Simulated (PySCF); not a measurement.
# Pt⁺: excitation energy

Pt⁺ [Xe] 4f14 5d9 (2D) → Pt⁺ [Xe] 4f14 5d8 6s1, s spin flipped, as a difference of total energies. Computed with PySCF 2.14 in x2c-TZVPPall with one added diffuse shell each of s, p, d, f type (12s8p8d4f1g, 113 functions), with the spin-free X2C one-electron Hamiltonian (Gaussian nucleus). Correlated levels: valence: [Xe] 4f14 frozen. The calculations carry no spin-orbit coupling.

```tsv
method	excitation energy (eV)
UHF	1.194
MP2 (valence)	1.665
SCS-MP2 (valence)	1.591
```

Q: How much does correlation contribute at MP2 (valence)?

A: 1.665 − (1.194) = 0.471 eV, measured against UHF.

The upper determinant mixes two multiplicities, so it lies between the two terms.
